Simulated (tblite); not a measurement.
Compound: C6H9N2O (charge +1).
Bonds: C1–C2, C2–N3 (aromatic), N3–C4, C4–O5 (double), N3–C6 (aromatic), C6–C7 (aromatic), C7–N8 (aromatic), N8–C9, C2–N8 (aromatic). Hydrogens: H10, H11, H12 on C1; H13 on C4; H14 on C6; H15 on C7; H16, H17, H18 on C9.
Bond orders are those of one Lewis drawing.

Computed with GFN2-xTB (tblite), gas phase: Langevin dynamics at 400 K from the optimised GFN2-xTB geometry, time step 0.5 fs, friction 0.01 fs⁻¹, 2000 steps.

Start geometry:
```
atom  x, y, z in Å
C1     -0.083   -1.778    0.439
C2      0.082   -0.363    0.087
N3      1.273    0.266   -0.095
C4      2.561   -0.321    0.024
O5      2.724   -1.459    0.303
C6      1.023    1.583   -0.415
C7     -0.319    1.740   -0.425
N8     -0.885    0.528   -0.112
C9     -2.302    0.282   -0.019
H10     0.426   -1.998    1.380
H11    -1.131   -2.046    0.526
H12     0.392   -2.414   -0.309
H13     3.346    0.421   -0.175
H14     1.808    2.285   -0.606
H15    -0.910    2.611   -0.627
H16    -2.606   -0.478   -0.739
H17    -2.840    1.202   -0.234
H18    -2.566   -0.053    0.984
```

The statistics below take the 31 frames saved every 25 fs from 250 to 1000 fs; their kinetic temperature (all 3N coordinates) averages 377 K.

Problem. Give the mean, spread and extremes of the bond lengths.

Solution. 
```csv
bond,start (Å),mean (Å),standard deviation (Å),shortest (Å),longest (Å)
C1–C2,1.467,1.475,0.032,1.397,1.558
C2–N3,1.359,1.374,0.024,1.331,1.416
N3–C4,1.421,1.422,0.037,1.338,1.510
C4=O5,1.183,1.184,0.016,1.150,1.213
N3–C6,1.378,1.387,0.028,1.332,1.446
C6–C7,1.351,1.357,0.027,1.295,1.409
C7–N8,1.374,1.389,0.028,1.318,1.439
N8–C9,1.441,1.439,0.026,1.383,1.485
C2–N8,1.330,1.329,0.026,1.276,1.376
C1–H10,1.092,1.102,0.042,1.031,1.173
C1–H11,1.086,1.093,0.025,1.044,1.150
C1–H12,1.092,1.096,0.037,1.022,1.183
C4–H13,1.098,1.107,0.034,1.057,1.183
C6–H14,1.071,1.075,0.021,1.042,1.135
C7–H15,1.071,1.078,0.029,1.021,1.138
C9–H16,1.091,1.093,0.029,1.030,1.131
C9–H17,1.087,1.097,0.025,1.052,1.157
C9–H18,1.091,1.097,0.039,1.021,1.175
```

Problem. Give the same statistics for bond angles, one of each kind among heavy atoms.

Solution. 
| angle | start (°) | mean (°) | standard deviation (°) | smallest (°) | largest (°) |
| --- | --- | --- | --- | --- | --- |
| C1–C2–N3 | 125.3 | 124.7 | 4.4 | 115.5 | 135.1 |
| C1–C2–N8 | 126.9 | 126.4 | 4.5 | 115.5 | 136.4 |
| N3–C2–N8 | 107.9 | 108.1 | 2.4 | 103.1 | 112.8 |
| C2–N3–C4 | 126.3 | 126.9 | 3.9 | 116.5 | 134.4 |
| C2–N3–C6 | 108.3 | 107.6 | 2.3 | 103.4 | 112.3 |
| C4–N3–C6 | 125.4 | 124.6 | 4.1 | 118.4 | 131.4 |
| N3–C4–O5 | 122.8 | 123.1 | 3.5 | 116.4 | 133.5 |
| N3–C6–C7 | 107.1 | 107.3 | 2.4 | 101.0 | 110.6 |
| C6–C7–N8 | 107.7 | 107.4 | 2.4 | 101.1 | 111.7 |
| C7–N8–C9 | 124.8 | 122.6 | 4.2 | 113.6 | 131.7 |
| C2–N8–C7 | 109.0 | 108.8 | 1.9 | 106.1 | 115.8 |
| C2–N8–C9 | 126.2 | 127.7 | 4.0 | 116.9 | 135.4 |

Problem. How far does each atom move about its mean position (frames aligned on the start, all atoms weighted alike), and what rms force does it feel?

Solution. 
```csv
atom,rms displacement (Å),rms force (eV/Å)
C1,0.15,2.37
C2,0.11,2.37
N3,0.10,1.91
C4,0.13,2.10
O5,0.23,1.41
C6,0.11,1.96
C7,0.13,2.34
N8,0.12,2.08
C9,0.10,2.02
H10,0.89,1.36
H11,0.84,0.94
H12,0.73,1.18
H13,0.29,1.07
H14,0.21,0.82
H15,0.23,1.14
H16,0.74,1.06
H17,0.66,0.94
H18,0.74,1.34
```

The displacements run from 0.10 to 0.89 Å, the largest at H10.

Problem. How widely does the potential energy scatter, against a harmonic estimate?

Solution. Mean 0.79 eV above the start, standard deviation 0.127 eV, range 0.55 to 1.08 eV. For 48 classical harmonic modes at 400 K the canonical values are 48kT/2 = 0.83 eV and kT·√(48/2) = 0.169 eV.

The run is classical and short, so these are rough statistics of one trajectory.

The cost below is that of the whole dynamics run. Hardware: an Arm Neoverse V2 with one thread, shared host. Cost: 11 s, 0.19 GiB resident at most.
